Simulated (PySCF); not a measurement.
CdSe, SMILES [Cd]=[Se].

Geometry: B3LYP-D3(BJ)/def2-TZVP. The def2 effective core potentials stand for the cores of Cd; spin–orbit coupling is left out.

Two levels are set side by side: TDA-PBE/def2-TZVPD (PySCF) and TDA-B3LYP/def2-TZVPD (PySCF). Vertical, same geometry. The lowest singlet is HOMO→LUMO 100 % with PBE and HOMO→LUMO 100 % with the other functional; states are paired by order. Differences are taken from unrounded values.

| quantity | TDA-B3LYP |
|---|---|
| lowest singlet excitation (eV) | 0.53 |
| lowest triplet excitation (TDA) (eV) | 0.01 |
| first bright state (f over 0.05) (eV) | 6.20 |
| its oscillator strength | 1.30 |

Task: What does TDA-PBE give, and how far is it from TDA-B3LYP? (Estimate from the structure and the level; the computed values follow.)

Result: 
```json
[
 {"quantity": "lowest singlet excitation (eV)", "TDA-PBE": "0.51", "TDA-PBE minus TDA-B3LYP": "-0.01"},
 {"quantity": "lowest triplet excitation (TDA) (eV)", "TDA-PBE": "2.35", "TDA-PBE minus TDA-B3LYP": "2.34"},
 {"quantity": "first bright state (f over 0.05) (eV)", "TDA-PBE": "6.09", "TDA-PBE minus TDA-B3LYP": "-0.10"},
 {"quantity": "its oscillator strength", "TDA-PBE": "1.11", "TDA-PBE minus TDA-B3LYP": "-0.18"}
]
```

Rough cost on one machine, each run with all the roots and properties that it gave: TDA-B3LYP against TDA-PBE within a factor of 2.
